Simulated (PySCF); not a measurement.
# Correlation energy of Ta⁶⁵⁺ (tantalum, charge +65)

[He] 2s2 2p4, high-spin 3P determinant. Computed with PySCF 2.14 in an uncontracted even-tempered set (18 s from 42 bohr⁻², ratio 2.2; 13 p from 54 bohr⁻², ratio 2.2; 6 d from 210 bohr⁻², ratio 2.4; 5 f from 320 bohr⁻², ratio 2.4; 4 g from 480 bohr⁻², ratio 2.4), with the spin-free X2C one-electron Hamiltonian (Gaussian nucleus). Frozen: nothing; 8 electrons correlated; the 12 highest virtual orbitals of each spin left out.

MP2 pair energies summed by pair of shells (mhartree):

```
 pair   energy  share (%)
2s-2p  -102.43       31.3
2p-2p   -94.66       28.9
1s-1s   -58.84       18.0
1s-2p   -37.81       11.5
1s-2s   -18.32        5.6
2s-2s   -15.42        4.7
```

Total MP2 correlation energy: -327.48 mhartree.

At this charge the one-electron X2C treatment keeps the bare 1/r₁₂, with no two-electron picture change or Breit term. That inflates the 1s pair energies well beyond their four-component values; and a scalar Hamiltonian misses the large spin-orbit splitting of the p shells, which matters for ns² → np² pairs.

Spin-orbit coupling is strong in this species, so the high-spin LS determinant is a model state.
